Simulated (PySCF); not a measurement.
Al(H)2(NCO) (CH2AlNO), SMILES O=C=[N][AlH2].

Geometry: B3LYP-D3(BJ)/def2-SVP.

Vertical ionisation energy (IE) and electron affinity (EA) in eV. Rows of orbital energies are one-electron estimates. Where ΔSCF, EOM or ADC give a negative EA the extra electron is unbound and the value depends on the basis.

| level | IE | EA |
|---|---|---|
| −ε(HOMO), −ε(LUMO), PBE0/def2-TZVPD (PySCF) | ___ | ___ |
| ADC(2)/aug-cc-pVDZ (PySCF) | 10.17 | 0.19 |

Q: Complete the blanks. (The exact figures need the calculation; the answer reports its results.)

A: 
- −ε(HOMO), −ε(LUMO), PBE0/def2-TZVPD (PySCF), IE: 8.36
- −ε(HOMO), −ε(LUMO), PBE0/def2-TZVPD (PySCF), EA: 1.77

Q: Beyond the first one, list the lowest photoelectron lines from ADC(2)/aug-cc-pVDZ run with PySCF with their pole strengths (two spins summed). (Estimate from the structure and the level; the computed values follow.)

A: 10.54 eV (1.73), 12.00 eV (1.85), 13.63 eV (1.83), 14.73 eV (1.68), 14.76 eV (1.68).
